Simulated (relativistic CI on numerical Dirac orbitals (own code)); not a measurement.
## Re4+: sensitivity of the levels to the model

Base calculation: Dirac-Coulomb-Breit CI, KLI orbitals optimised for each configuration, model QED (radiative potential, 1s self-energy scaled to tabulated hydrogen-like ionisation energies), valence Slater integrals scaled by 0.85, P86 correlation energy added to each configuration.

Configurations in the expansion (outside the closed core [Kr] 4d10 4f14 5s2): 5p6 5d3, 5p6 5d2 6s, 5p6 5d2 6p, 5p6 5d 6s2, 5p6 5d2 5f, 5p6 5d2 5g, 5p6 5d 6s 6p, 5p6 5d2 7s, 5p6 5d2 6d, 5p6 5d 5f2, 5p5 5d4, 5p6 5d2 7p, 5p6 5d 6p2, 5p6 5d2 7d, 5p6 5d2 6f, 5p6 5d 5g2. Levels of other configurations are missing.

The lowest level and the first level of each name with at least 55 % of one term (blank where a level has no safe partner in the second run):

| Level | Base (cm⁻¹) | Shift (cm⁻¹) |
| --- | --- | --- |
| 5p6 5d3 4F_3/2 | 0.0 | 0.0 |
| 5p6 5d3 4F_5/2 | 4307.5 | -38.8 |
| 5p6 5d3 4F_7/2 | 8179.4 | -44.6 |
| 5p6 5d3 4F_9/2 | 11178.8 | -60.2 |
| 5p6 5d3 4P_1/2 | 14197.0 | +120.1 |
| 5p6 5d3 2G_7/2 | 18435.0 | -73.2 |
| 5p6 5d3 2H_9/2 | 19294.1 | -135.0 |
| 5p6 5d3 4P_5/2 | 20239.7 | +184.1 |
| 5p6 5d3 2P_1/2 | 22913.3 | +140.6 |
| 5p6 5d3 2H_11/2 | 26336.0 | -202.0 |
| 5p6 5d3 2D_5/2 | 27888.1 | +236.7 |
| 5p6 5d3 2F_5/2 | 33948.7 | +199.9 |
| 5p6 5d3 2F_7/2 | 34233.7 | +98.5 |
| 5p6 5d2 6s 4F_3/2 | 68724.1 | -436.8 |
| 5p6 5d2 6s 4F_5/2 | 71310.8 | -352.8 |
| 5p6 5d2 6s 4F_7/2 | 76507.7 | -448.9 |
| 5p6 5d2 6s 4F_9/2 | 81626.5 | -465.2 |
| 5p6 5d2 6s 4P_1/2 | 83433.2 | -360.4 |
| 5p6 5d2 6s 4P_3/2 | 86125.8 | -344.3 |
| 5p6 5d2 6s 2D_3/2 | 90709.7 | +345.2 |
| 5p6 5d2 6s 2F_7/2 | 91004.3 | +418.6 |
| 5p6 5d2 6s 2D_5/2 | 96325.1 | +88.6 |

At this charge configurations can still be misplaced by up to about 7 % of their energy. Levels and lines within the n = 5 or 6 shells can be off by up to 10 % or somewhat more, and those that change n by about 2 %, since core polarisation is missing. 34 of the 69 excited levels that our extract of the measured tables holds in this range could be paired (the sources list more); they are missed by 2809 cm⁻¹ on average and 5282 at most, and levels without a partner can miss by more. Some levels of the ground configuration have no partner and can miss by 10 % or more.

Question: One thing was changed in a second run, which moved the levels as shown. Which?
A. only the first 3 configurations
B. configuration mixing switched off
C. QED terms removed
D. no correlation estimate
E. Slater integrals left unscaled
F. Breit term removed

Answer: A. Only the first 3 configurations. With fewer configurations the levels that remain lose their mixing partners.

LS names give the leading component of a level, which can be under half, so a name can repeat, a term be missing and a line seem to break the LS rules.
